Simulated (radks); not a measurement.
Bi III, configuration [Xe] 4f14 5d9 6s2 6p2 (not the ground configuration).

All-electron calculation, scalar-relativistic Kohn-Sham, PBE, spin-polarised, spherical densities, finite nucleus; open shells are filled with parallel spins first (spin-orbit coupling, left out, can overturn this in heavy ions); Fermi nuclear charge, rms radius 5.5211 fm. Program: a radial shooting solver on a logarithmic mesh with Libxc functionals.

Energy parts (hartree):
part                       energy
total                 -21522.4710
kinetic                24393.5785
electron-nucleus      -53713.0777
Hartree                 8190.6677
exchange-correlation    -393.6395

Orbitals (lengths in bohr, moments of r in powers of bohr; <r^-3> diverges for s and p1/2; r(90%) holds 90 % of the orbital's charge):
\begin{tabular}{lrrrrrr}
orbital & occ. & eigenvalue (hartree) & <r^4> & r(90%) & <r> & <r^-3> \\ \hline
1s up & 1 & -3331.018 & 3.330e-07 & 0.0290 & 0.01580 & - \\
1s down & 1 & -3331.016 & 3.330e-07 & 0.0290 & 0.01580 & - \\
2s up & 1 & -599.2913 & 0.00004781 & 0.103 & 0.06649 & - \\
2s down & 1 & -599.2865 & 0.00004781 & 0.103 & 0.06649 & - \\
2p up & 3 & -512.9988 & 0.00003998 & 0.0988 & 0.06054 & 31030 \\
2p down & 3 & -512.9943 & 0.00003998 & 0.0988 & 0.06054 & 31030 \\
3s up & 1 & -145.3456 & 0.001711 & 0.252 & 0.1716 & - \\
3s down & 1 & -145.3430 & 0.001711 & 0.252 & 0.1716 & - \\
3p up & 3 & -120.6770 & 0.001919 & 0.260 & 0.1737 & 7232 \\
3p down & 3 & -120.6742 & 0.001919 & 0.260 & 0.1737 & 7232 \\
3d up & 5 & -95.84384 & 0.001473 & 0.244 & 0.1575 & 871.4 \\
3d down & 5 & -95.83978 & 0.001473 & 0.244 & 0.1575 & 871.4 \\
4s up & 1 & -34.04687 & 0.03703 & 0.540 & 0.3771 & - \\
4s down & 1 & -34.04136 & 0.03702 & 0.540 & 0.3771 & - \\
4p up & 3 & -25.95943 & 0.04985 & 0.583 & 0.4025 & 1791 \\
4p down & 3 & -25.95411 & 0.04983 & 0.583 & 0.4025 & 1791 \\
4d up & 5 & -16.69837 & 0.06646 & 0.628 & 0.4224 & 191.5 \\
4d down & 5 & -16.69223 & 0.06638 & 0.628 & 0.4224 & 191.5 \\
4f up & 7 & -6.50095 & 0.1036 & 0.697 & 0.4409 & 39.37 \\
4f down & 7 & -6.49343 & 0.1031 & 0.697 & 0.4406 & 39.40 \\
5s up & 1 & -6.67740 & 0.8467 & 1.18 & 0.8293 & - \\
5s down & 1 & -6.64927 & 0.8435 & 1.18 & 0.8286 & - \\
5p up & 3 & -4.39553 & 1.475 & 1.36 & 0.9433 & 346.4 \\
5p down & 3 & -4.36319 & 1.465 & 1.35 & 0.9421 & 347.6 \\
5d up & 5 & -1.83317 & 4.532 & 1.80 & 1.204 & 25.43 \\
5d down & 4 & -1.79288 & 4.412 & 1.78 & 1.198 & 25.69 \\
6s up & 1 & -1.24596 & 30.03 & 2.89 & 2.015 & - \\
6s down & 1 & -1.18145 & 30.07 & 2.89 & 2.009 & - \\
6p up & 2 & -0.79459 & 73.60 & 3.62 & 2.504 & 42.28 \\
6p down & 0 & -0.72840 & 77.67 & 3.67 & 2.528 & 41.80 \\
\end{tabular}

The highest occupied level is 6p up at -21.622 eV. Spin moment in Bohr magnetons: 3. The spin density at the nucleus is -15.078 e/bohr^3 (1s -0.986, 2s -1.079, 3s 0.347, 4s 1.663, 5s -7.212, 6s -7.810). The density falls to 0.001 e/bohr^3 at r = 4.04 bohr.
